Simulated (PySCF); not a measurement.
# From computed data to an observable: oscillator strength and radiative lifetime

H2MoO2S2, SMILES [S]=[Mo](=[S])([OH])[OH], multiplicity 1.

Geometry: PBE0-D3(BJ)/def2-SVP. A frequency run showed that this geometry is not a minimum. The spin state was assumed, not searched. The def2 effective core potentials stand for the cores of Mo; spin–orbit coupling is left out. Other conformers were not sampled.

TDA-B3LYP/def2-SVPD (PySCF) puts the first singlet state with f over 0.02 at 2.82 eV (vertical), with the transition dipole (-0.631, 0.000, 0.000) in atomic units.

### Question
Find the oscillator strength, the wavelength and the radiative lifetime that this transition would have in vacuum if emission retraced absorption.

### Answer

|μ|² = 0.3982 au, so |μ| = 1.60 D. ΔE = 2.82/27.211 = 0.1036 hartree. f = (2/3) ΔE |μ|² = 0.028 (the program prints 0.028).
λ = 1239.84/2.82 = 440 nm; ν = 22745 cm⁻¹.
Einstein's coefficient A = 0.6670 ν² f s⁻¹ (ν in cm⁻¹) = 9500000 s⁻¹, so τ = 1/A = 110 ns. This state is S2; the lower singlet has f = 0.001. The figure is the radiative limit of this one transition; relaxation, internal conversion, crossing to triplets and a medium change what is measured.
